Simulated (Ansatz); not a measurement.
Relaxation of CH$_{9}$BOSi (13 atoms, charge 0, multiplicity 1), to a largest force component of 0.03 eV/Å in at most 50 steps.

Method: RKS PBE/def2-SVP (Ansatz).

```xyz
13
Properties=species:S:1:pos:R:3
B 0.053 -0.334 -0.392
C -0.033 -0.147 2.408
H -0.996 -0.306 2.930
H 0.806 -0.236 3.125
H -0.020 0.863 1.959
H 1.053 0.359 -0.372
H -1.072 0.145 -0.445
O 0.235 -1.707 -0.444
Si -0.894 -2.957 -0.674
H -0.261 -4.209 -0.147
H -2.170 -2.660 0.066
H -1.177 -3.098 -2.141
H 0.092 -0.923 1.626
```

Where does it end, and by what steps?

It converged. The force dipped under the threshold on the way, but the program's further checks kept it going. After 22 steps the energy has fallen by 0.171 eV; H10 moved furthest, 0.84 Å.

```
step  energy less start (eV)  largest force component (eV/Å)  accepted
   0                  0.0000                           0.751       yes
   1                 -0.1097                           0.555       yes
   2                 -0.1338                           0.466       yes
   3                 -0.1486                           0.097       yes
   4                 -0.1521                           0.096       yes
   5                 -0.1557                           0.137       yes
   6                 -0.1590                           0.083       yes
   7                 -0.1585                           0.200        no
   8                 -0.1600                           0.122       yes
   9                 -0.1623                           0.097       yes
  10                 -0.1659                           0.026       yes
  11                 -0.1662                           0.125       yes
  12                 -0.1668                           0.129       yes
  13                 -0.1677                           0.050       yes
  14                 -0.1687                           0.029       yes
  15                 -0.1694                           0.068       yes
  16                 -0.1699                           0.042       yes
  17                 -0.1706                           0.023       yes
  18                 -0.1708                           0.044       yes
  19                 -0.1711                           0.043       yes
  20                 -0.1706                           0.104        no
  21                 -0.1713                           0.031       yes
  22                 -0.1715                           0.021       yes
```

```xyz
13
Properties=species:S:1:pos:R:3
B -0.097 -0.228 -0.846
C 0.105 -0.283 2.750
H -0.953 -0.459 3.022
H 0.704 -0.138 3.669
H 0.179 0.622 2.118
H 0.870 0.505 -0.964
H -1.233 0.208 -0.715
O 0.125 -1.567 -0.877
Si -0.933 -2.893 -0.740
H -0.508 -3.688 0.458
H -2.351 -2.418 -0.585
H -0.785 -3.717 -1.983
H 0.496 -1.155 2.192
```

The run took 15 s on 2 threads of AMD EPYC 9R45 96-Core Processor (Zen 5) (shared host), peak memory 0.17 GiB.
